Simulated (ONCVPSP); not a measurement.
**platinum (Pt), ONCV: configuration errors across variants**

ONCVPSP 4.0.1 input, shortened (lines: element, Z, core and valence counts, functional; n l f; lmax; l rc ep ncon nbas qcut; lloc lpopt rc5 dvloc0; l nproj debl; icmod fcfact rcfact), PBE, fully relativistic:

```
  Pt 78.00    9    5        4      upf
    1    0    2.00
    2    0    2.00
    2    1    6.00
    3    0    2.00
    3    1    6.00
    3    2   10.00
    4    0    2.00
    4    1    6.00
    4    2   10.00
    4    3   14.00
    5    0    2.00
    5    1    6.00
    5    2    9.00
    6    0    1.00
    3
    0    1.40    0.00    3    7    9.30
    1    1.90    0.00    3    7    9.30
    2    2.05    0.00    5   10    8.20
    3    0.50    0.00    5    9   23.10
    4    5    0.35    0.00
    0    2    3.80
    1    1    2.30
    2    3    1.00
    3    2    2.00
    3    2.25    1.60
```

Open shells are filled in proportion to 2j + 1.

In the f channel the program set the typed energies aside and used -2.512, 0.250 Ha (j = l + 1/2; the other j can differ).

All-electron excitation energies from the reference (eV): (1) 4f14 5s2 5p6 5d9 6s0 9.211; (2) 4f14 5s2 5p6 5d8 6s0 29.192; (3) 4f14 5s2 5p6 5d7 6s0 61.406.

A true bound ghost makes a file unfit for plane-wave use even where its test errors are small: the radial tests pick states by their node count and pass the ghost by.

Errors AE − PS in meV (a dash: test not solved or not reliable):

```tsv
change	(1)	(2)	(3)	bound ghosts	GHOST(+) flags above zero
base	-0.6	+0.7	+4.8	s, p3/2, d5/2, p1/2, d3/2	p3/2, f7/2, f5/2
core correction Teter function, fcfact 2.25, rcfact 1	-0.4	+0.8	+4.7	s, p3/2, d5/2, p1/2, d3/2	p3/2, f7/2, f5/2
core correction Teter function, fcfact 2.25, rcfact 1.14	-0.4	+0.8	+4.7	s, p3/2, d5/2, p1/2, d3/2	p3/2, f7/2, f5/2
core correction Teter function, fcfact 2.25, rcfact 1.24	-0.4	+0.8	+4.7	s, p3/2, d5/2, p1/2, d3/2	p3/2, f7/2, f5/2
core correction Teter function, fcfact 2.25, rcfact 1.44	-0.4	+0.7	+4.7	s, p3/2, d5/2, p1/2, d3/2	p3/2, f7/2, f5/2
core correction Teter function, fcfact 2.25, rcfact 1.56	-0.5	+0.7	+4.8	s, p3/2, d5/2, p1/2, d3/2	p3/2, f7/2, f5/2
core correction Teter function, fcfact 2.25, rcfact 1.76	-0.9	+0.4	+4.1	s, p3/2, d5/2, p1/2, d3/2	p3/2, f7/2, f5/2
core correction Teter function, fcfact 2.25, rcfact 2.02	-2.4	-2.0	-7.1	s, p3/2, d5/2, p1/2, d3/2	p3/2, f7/2, f5/2
```

**Question.** Give the same row for: core correction Teter function, fcfact 2.25, rcfact 1.84.

**Answer.** -1.3, +0.1, +2.7; bound ghosts: s, p3/2, d5/2, p1/2, d3/2; GHOST(+) flags above zero: p3/2, f7/2, f5/2.
